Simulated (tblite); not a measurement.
Species: C7H9 (doublet state).
Atom-mapped SMILES: `[CH3:1]/[CH:2]=[CH:3]/[CH2:4][C:5]1=[C:6][CH2:7]1` (hydrogens: H8, H9, H10 on C1; H11 on C2; H12 on C3; H13, H14 on C4; H15, H16 on C7)
Bond orders are those of one Lewis drawing.

Computed with GFN2-xTB (tblite), gas phase: L-BFGS steps from a force-field or distance-geometry start until the largest atomic force falls under 0.01 eV/Å.

Step 5: E = -526.3001 eV
```
atom  x, y, z in Å  |  force x, y, z in eV/Å
C1      2.5795    0.8544   -0.0245    0.046   0.068   0.054
C2      1.2944    0.1992   -0.3835    0.182   0.207  -0.256
C3      0.5915   -0.5427    0.4416   -0.331  -0.428   0.438
C4     -0.6611   -1.2623    0.0793   -0.380  -0.068   0.069
C5     -1.8999   -0.8002    0.6960   -0.198   0.391   0.128
C6     -3.1861   -0.7525    0.7321   -0.265   0.097   0.177
C7     -2.6333    0.6116    0.5597    0.115   0.213   0.008
H8      2.5125    1.9295   -0.1588   -0.025   0.150  -0.020
H9      3.3788    0.4960   -0.6657    0.088  -0.061  -0.111
H10     2.8435    0.6455    1.0053    0.035  -0.006   0.136
H11     0.9599    0.3547   -1.3990   -0.033  -0.016  -0.106
H12     0.9078   -0.6985    1.4578    0.178   0.032   0.237
H13    -0.6017   -2.3378    0.2516    0.294  -0.103  -0.034
H14    -0.9203   -1.0674   -0.9557    0.469  -0.220  -0.727
H15    -2.4617    1.0477   -0.4313   -0.468   0.047   0.297
H16    -2.7115    1.3317    1.3810    0.294  -0.303  -0.288
```

Step 6: E = -526.3437 eV
```
atom  x, y, z in Å  |  force x, y, z in eV/Å
C1      2.5812    0.8564   -0.0238    0.014   0.054   0.052
C2      1.2957    0.1998   -0.3829   -0.022  -0.018   0.005
C3      0.5926   -0.5477    0.4478   -0.218  -0.221   0.221
C4     -0.6622   -1.2726    0.0762   -0.275   0.010   0.086
C5     -1.9119   -0.7998    0.6673   -0.519   0.337   0.277
C6     -3.2021   -0.7465    0.7515    0.277   0.151   0.066
C7     -2.6345    0.6156    0.5614    0.041  -0.038   0.027
H8      2.5124    1.9328   -0.1611   -0.011   0.087   0.007
H9      3.3789    0.4962   -0.6680    0.071  -0.042  -0.071
H10     2.8425    0.6440    1.0079    0.042   0.031   0.067
H11     0.9604    0.3542   -1.3988   -0.031  -0.028  -0.076
H12     0.9151   -0.6961    1.4670    0.101   0.020   0.106
H13    -0.5876   -2.3513    0.2523    0.179   0.073  -0.059
H14    -0.9030   -1.0711   -0.9635    0.476  -0.293  -0.684
H15    -2.4848    1.0584   -0.4217   -0.415   0.090   0.058
H16    -2.7002    1.3367    1.3744    0.290  -0.214  -0.082
```

Step 7: E = -526.3959 eV
```
atom  x, y, z in Å  |  force x, y, z in eV/Å
C1      2.5845    0.8602   -0.0222   -0.112  -0.051   0.015
C2      1.2931    0.1965   -0.3783   -0.042  -0.053   0.057
C3      0.5914   -0.5561    0.4572   -0.210  -0.061   0.131
C4     -0.6737   -1.2838    0.0722    0.004   0.163  -0.048
C5     -1.9335   -0.7888    0.6413   -0.171  -0.075   0.193
C6     -3.2211   -0.7345    0.7756    0.406   0.095  -0.022
C7     -2.6346    0.6184    0.5639   -0.107  -0.118  -0.027
H8      2.5119    1.9398   -0.1637    0.003  -0.061   0.044
H9      3.3808    0.4954   -0.6727   -0.025   0.016   0.039
H10     2.8425    0.6429    1.0132    0.049   0.092  -0.067
H11     0.9600    0.3527   -1.4014    0.006  -0.074   0.133
H12     0.9273   -0.6930    1.4828   -0.069  -0.001  -0.172
H13    -0.5654   -2.3665    0.2518   -0.057   0.318  -0.065
H14    -0.8682   -1.0842   -0.9902    0.391  -0.374  -0.233
H15    -2.5243    1.0735   -0.4078   -0.347   0.147  -0.288
H16    -2.6783    1.3364    1.3640    0.282   0.037   0.310
```

Step 8: E = -526.4177 eV
```
atom  x, y, z in Å  |  force x, y, z in eV/Å
C1      2.5841    0.8608   -0.0214   -0.120  -0.080  -0.004
C2      1.2912    0.1941   -0.3752   -0.073  -0.086   0.111
C3      0.5880   -0.5599    0.4624   -0.120   0.090  -0.006
C4     -0.6787   -1.2857    0.0694    0.109   0.161  -0.114
C5     -1.9411   -0.7863    0.6337    0.013  -0.186   0.100
C6     -3.2258   -0.7288    0.7849    0.353   0.039  -0.038
C7     -2.6363    0.6193    0.5644   -0.133   0.008  -0.053
H8      2.5118    1.9416   -0.1641   -0.005  -0.110   0.050
H9      3.3811    0.4954   -0.6739   -0.071   0.033   0.076
H10     2.8433    0.6439    1.0144    0.049   0.099  -0.087
H11     0.9599    0.3509   -1.4003    0.005  -0.087   0.180
H12     0.9312   -0.6919    1.4867   -0.126  -0.025  -0.188
H13    -0.5575   -2.3675    0.2506   -0.138   0.334  -0.045
H14    -0.8480   -1.0955   -1.0039    0.309  -0.356  -0.043
H15    -2.5459    1.0818   -0.4065   -0.337   0.109  -0.286
H16    -2.6649    1.3367    1.3646    0.284   0.059   0.345
```

Problem. Estimate the geometry and energy of step 9. (The exact step hangs on the optimiser's Hessian estimate; all steps are aligned on step 8, rigid shifts and turns removed.)

Solution. E = -526.4664 eV, largest force 0.429 eV/Å
```
atom  x, y, z in Å  |  force x, y, z in eV/Å
C1      2.5799    0.8602   -0.0197   -0.083  -0.100  -0.015
C2      1.2855    0.1867   -0.3648   -0.057  -0.058   0.131
C3      0.5773   -0.5661    0.4745    0.068   0.354  -0.233
C4     -0.6858   -1.2881    0.0594    0.252   0.112  -0.259
C5     -1.9574   -0.7874    0.6108    0.334  -0.200  -0.118
C6     -3.2324   -0.7148    0.8096    0.250  -0.038  -0.087
C7     -2.6444    0.6259    0.5643   -0.124   0.250  -0.069
H8      2.5111    1.9428   -0.1641   -0.050  -0.174   0.046
H9      3.3792    0.4964   -0.6748   -0.147   0.036   0.115
H10     2.8463    0.6488    1.0150    0.048   0.087  -0.070
H11     0.9598    0.3441   -1.3921   -0.026  -0.101   0.197
H12     0.9376   -0.6897    1.4926   -0.237  -0.086  -0.128
H13    -0.5407   -2.3637    0.2470   -0.270   0.227   0.040
H14    -0.7900   -1.1318   -1.0370    0.070  -0.242   0.319
H15    -2.6104    1.1057   -0.4087   -0.312  -0.047  -0.090
H16    -2.6232    1.3399    1.3738    0.285  -0.019   0.222
```

The energy changes by -0.0487 eV. The first-order estimate −F·Δx gives -0.0717 eV and the mean of the old and new forces, exact on a quadratic surface, -0.0484 eV. The step makes an angle of 58° with the force vector and moves no atom by more than 0.076 Å.

The cost below is that of the whole relaxation. Time: 0.42 s of wall time. Hardware: one thread of an Arm Neoverse V1, on a shared host.
